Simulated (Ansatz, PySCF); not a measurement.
C4H5Br, SMILES C=C/C=C/Br. Atoms are numbered in the order given.

```xyz
10

C     -0.3783     3.6578     0.0000
C      0.3759     2.5463     0.0000
C     -0.1661     1.1954     0.0000
C      0.6086     0.0998     0.0000
Br    -0.0773    -1.6611     0.0000
H     -1.4714     3.6037     0.0000
H      0.0719     4.6530     0.0000
H      1.4684     2.6367     0.0000
H     -1.2557     1.0871     0.0000
H      1.7001     0.1366     0.0000
```

Coordinates come from a B3LYP-D3(BJ)/def2-SVP optimisation. One conformer was computed; it need not be the lowest.

Two levels are set side by side: PBE-D3(BJ)/def2-SVP (Ansatz, a program for electronic structure) and B3LYP-D3(BJ)/def2-SVP (Ansatz). Each level has its own optimised geometry; the coordinates shown are those of the second. Frequencies come from the Hessian of PySCF at each geometry. Differences are taken from unrounded values.

| quantity | B3LYP-D3(BJ) | PBE-D3(BJ) | PBE-D3(BJ) minus B3LYP-D3(BJ) |
|---|---|---|---|
| mean bond length (Å) | 1.278 | 1.284 | 0.006 |
| bond C1–C2 (Å) | 1.343 | 1.353 | 0.010 |
| bond C2–C3 (Å) | 1.456 | 1.453 | -0.002 |
| bond C3–C4 (Å) | 1.342 | 1.353 | 0.011 |
| bond C4–Br5 (Å) | 1.890 | 1.885 | -0.005 |
| bond C1–H6 (Å) | 1.094 | 1.102 | 0.008 |
| bond C1–H7 (Å) | 1.092 | 1.100 | 0.008 |
| bond C2–H8 (Å) | 1.096 | 1.105 | 0.008 |
| bond C3–H9 (Å) | 1.095 | 1.103 | 0.008 |
| bond C4–H10 (Å) | 1.092 | 1.101 | 0.009 |
| highest harmonic wavenumber (cm⁻¹) | 3241 | 3181 | -59 |
| mean harmonic wavenumber (cm⁻¹) | 1380 | 1343 | -38 |
| zero-point energy (kcal/mol) | 47.35 | 46.07 | -1.29 |

Exact exchange shortens and stiffens bonds; PBE has none. Differences between two approximate levels are no errors against the true value.
